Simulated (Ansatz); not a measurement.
Basis sets compared for the cluster Pb3F6 (the lowest singlet isomer of a short search). Charge 0, multiplicity 1. Geometry B3LYP-D4/def2-SVP. Ansatz on 4 threads of Intel Xeon 6975P-C on a shared host; times are rough, and most runs start from earlier orbitals.

```xyz
9

Pb   -1.120    1.519   -0.919
Pb   -0.913   -1.823    0.497
Pb    2.033    0.305    0.423
F    -1.270   -0.696   -1.459
F     1.011    0.951   -1.516
F     0.403    1.872    0.747
F    -1.877    0.225    0.805
F     0.563   -0.715    1.843
F     1.171   -1.636   -0.421
```

In the def2 sets Pb takes a core potential; there is no spin–orbit coupling. The structure comes from a short search, and lower isomers may exist.

Binding counts from free atoms (Pb triplet, F doublet) in the same basis, without a counterpoise term.

```tsv
level	functions	energy (Eh)	HOMO (eV)	LUMO (eV)	binding per atom (eV)	wall time
PBE-D4/def2-SVP	162	-1177.1088	-6.93	-1.73	3.91	1.1 s
PBE-D4/def2-TZVP	336	-1177.8884	-7.22	-2.02	3.87	2.9 s
PBE0-D4/def2-SVP	162	-1176.9894	-8.30	-0.96	3.62	2.1 s
PBE0-D4/def2-TZVP	336	-1177.7566	-8.54	-1.27	3.59	7.5 s
ωB97M-V/def2-TZVP	336	-1177.9795	-10.68	0.30	3.68	14 s
```

(1) Estimate the rows for PBE-D4/def2-TZVPD, PBE0-D4/def2-TZVPD, ωB97M-V/def2-TZVPD.

Results:

(1) 
```json
{"level": "PBE-D4/def2-TZVPD", "functions": "408", "energy (Eh)": "-1177.8963", "HOMO (eV)": "-7.27", "LUMO (eV)": "-2.09", "binding per atom (eV)": "3.87", "wall time": "4.3 s"}
{"level": "PBE0-D4/def2-TZVPD", "functions": "408", "energy (Eh)": "-1177.7640", "HOMO (eV)": "-8.56", "LUMO (eV)": "-1.35", "binding per atom (eV)": "3.60", "wall time": "10 s"}
{"level": "ωB97M-V/def2-TZVPD", "functions": "408", "energy (Eh)": "-1177.9885", "HOMO (eV)": "-10.71", "LUMO (eV)": "0.11", "binding per atom (eV)": "3.69", "wall time": "23 s"}
```
